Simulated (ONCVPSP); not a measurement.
Scattering properties, ONCV potential for V (Z = 23)

ONCVPSP 4.0.1 input, shortened (lines: element, Z, core and valence counts, functional; n l f; lmax; l rc ep ncon nbas qcut; lloc lpopt rc5 dvloc0; l nproj debl; icmod fcfact rcfact), PBE, scalar-relativistic:

```
  V 23.00    5    2        4      upf
    1    0    2.00
    2    0    2.00
    2    1    6.00
    3    0    2.00
    3    1    6.00
    3    2    3.00
    4    0    2.00
    2
    0    3.05    0.00    4    8    2.20
    1    2.75    0.02    5    9    3.50
    2    1.60    0.00    3    8   11.40
    4    1    1.40    4.00
    0    2    2.40
    1    2    3.20
    2    3    2.60
    0    0.00    0.00
```

In the p channel the program set the typed energies aside and used 0.050, 3.250 Ha.

The phase is arctan(r·R′/R) of the radial function R(r), unwrapped; energies in Ha, scanned from -2 to 5 Ha. A pole is an energy at which the radial function vanishes at the test radius. The pseudo phase is shifted by a multiple of π to meet the all-electron one at the reference energy, and phase errors are pseudo minus all-electron; the curves can meet again beyond the range given. Levels narrower than the energy grid can be missing from the lists of poles.

```
channel  radius (bohr)  reference energy (Ha)  poles, all-electron     poles, pseudo  unbroken range about the reference energy with phases within 0.05 rad  phase error 1 Ha above the reference energy (rad)
      s           3.10                  -0.17           0.44, 3.28  0.42, 2.47, 3.56                                                              below 1.2                                             -0.015
      p           2.79                   0.05    -1.60, 1.20, 4.87        1.15, 4.25                                                            -1.5 to 2.2                                             -0.010
      d           1.63                  -0.19                 0.53              0.53                                                        the whole range                                             +0.000
```

Note: no bound ghost flagged; GHOST(+) flagged for s at 68.0 eV.

Phases in the d channel:

```tsv
E (Ha)	all-electron	pseudo
-1.98	1.083	1.083
-1.80	1.038	1.038
-1.62	0.980	0.980
-1.44	0.903	0.903
-1.26	0.795	0.795
-1.08	0.635	0.635
-0.90	0.391	0.391
-0.72	0.024	0.024
-0.54	-0.428	-0.428
-0.36	-0.825	-0.825
-0.18	-1.101	-1.101
0.00	-1.282	-1.282
0.18	-1.408	-1.408
0.36	-1.501	-1.501
0.54	-1.575	-1.575
0.72	-1.638	-1.638
0.90	-1.696	-1.696
1.08	-1.751	-1.751
1.26	-1.808	-1.808
1.44	-1.869	-1.869
1.62	-1.940	-1.940
1.80	-2.024	-2.024
1.98	-2.130	-2.130
2.16	-2.270	-2.270
2.34	-2.462	-2.462
2.52	-2.724	-2.724
2.70	-3.053	-3.053
2.88	-3.400	-3.400
3.06	-3.697	-3.697
3.24	-3.920	-3.920
3.42	-4.080	-4.080
3.60	-4.196	-4.196
3.78	-4.283	-4.283
3.96	-4.349	-4.349
4.14	-4.402	-4.402
4.32	-4.445	-4.445
4.50	-4.481	-4.481
4.68	-4.511	-4.511
4.86	-4.537	-4.537
```
